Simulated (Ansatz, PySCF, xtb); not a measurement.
Pair of molecules: PH3 (SMILES P) (first 4 atoms) with ClH3Si (SMILES [SiH3]Cl); geometry from B3LYP-D3(BJ)/def2-TZVP, rigid monomers moved along the line of their centres of mass till P1···Cl6 is 3.31 Å.
(charge 0, multiplicity 1):
```json
[
 {"atom": "P", "x (Å)": "0.1101", "y (Å)": "-0.2979", "z (Å)": "0.0566"},
 {"atom": "H", "x (Å)": "1.3546", "y (Å)": "-0.9260", "z (Å)": "0.3115"},
 {"atom": "H", "x (Å)": "0.3210", "y (Å)": "-0.2433", "z (Å)": "-1.3463"},
 {"atom": "H", "x (Å)": "0.6215", "y (Å)": "1.0053", "z (Å)": "0.2767"},
 {"atom": "Si", "x (Å)": "-0.8872", "y (Å)": "-0.7121", "z (Å)": "3.8133"},
 {"atom": "Cl", "x (Å)": "0.9403", "y (Å)": "0.0724", "z (Å)": "3.2380"},
 {"atom": "H", "x (Å)": "-1.5889", "y (Å)": "0.3053", "z (Å)": "4.6202"},
 {"atom": "H", "x (Å)": "-0.6328", "y (Å)": "-1.9220", "z (Å)": "4.6196"},
 {"atom": "H", "x (Å)": "-1.6558", "y (Å)": "-1.0418", "z (Å)": "2.5998"}
]
```

Interaction energies are E(AB) − E(A) − E(B) at the monomers' geometry in the complex; basis-set methods are counterpoise corrected. Rows marked so take none.

Rows in 6-31G* carry no dispersion term and start afresh at each structure (6-31G* with six Cartesian d functions).

Run with Ansatz (an electronic-structure program) with Gaussian orbitals; PySCF for 6-31G* rows; xtb for the GFN methods. Values without a source in brackets are computed.

Problem. One of these levels gives -7.5 kJ/mol for the interaction energy. Name it.
A. HF/aug-cc-pV(D+d)Z
B. GFN-FF
C. BP86/6-31G* (no counterpoise)
D. B3LYP/def2-TZVPPD

Solution. B, GFN-FF. The others give 14.3 (HF/aug-cc-pV(D+d)Z), 7.2 (BP86/6-31G* (no counterpoise)), 9.1 (B3LYP/def2-TZVPPD)
